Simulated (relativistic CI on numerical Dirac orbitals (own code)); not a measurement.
Calculated at this level of theory: Dirac-Coulomb-Breit CI, KLI orbitals optimised for each configuration, model QED, unscaled Slater integrals (own radial code, finite nucleus).

The strongest absorption lines from the ground level of an ion, among the configurations computed and to levels below about 20700 eV (vacuum wavelength in Å, gf): 0.6467 (0.23), 0.8220 (0.2), 0.8222 (0.25), 0.8244 (0.11), 0.8332 (1.1), 0.8659 (0.39), 4.3296 (0.43), 4.3318 (0.23).

Problem. Which ion is it?
A. Bi⁷⁸⁺
B. Lu⁶⁶⁺
C. Bi⁸⁰⁺
D. Ac⁸⁴⁺

Solution. A. Bi⁷⁸⁺ has 5 electrons and the ground level 2s²2p ²P°1/2; the strongest line goes to 2s²3d ²D3/2. The pattern of lines fixes the number of electrons, and along that sequence the line energies rise steadily with the charge (about as its square where n changes within one kind of shell, about linearly where n is kept but much faster in heavy ions where fine structure, which grows about as Z⁴, sets the gap, and irregularly where shells cross), which fixes Z. Configurations outside the model, such as inner-shell arrays, can give stronger lines. At this charge energies of transitions that change n are usually good to better than 1 %, and those within a shell (Δn = 0) to a few per cent.

LS names give the leading component of a level, which can be under half, so a name can repeat, a term be missing and a line seem to break the LS rules.
